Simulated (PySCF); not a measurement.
CH₃Si, SMILES C=[SiH] (connectivity only; charge and spin as stated), charge +1, multiplicity 1.

Geometry: r2SCAN-D4/def2-TZVP. A frequency run showed that this geometry is not a minimum. The multiplicity is an assumed one; other spin states were not compared. The isomer is the one that the SMILES or the coordinates give; other isomers of the formula were not compared.

Calculation: CAM-B3LYP/def2-TZVPD (PySCF).

Isolated molecule, no solvent.

The total energy comes out as -328.97956 hartree and the point group is C2v. The highest occupied level comes out as -14.82 eV and the lowest empty level is -8.34 eV. The orbital gap is 6.48 eV and the dipole moment about the centre of nuclear charge is 2.29 D. The mean static polarisability comes out as 34.9 bohr³ (5.17 Å³) and the polarisability, principal values comes out as 25.6, 29.4, 49.7 bohr³.
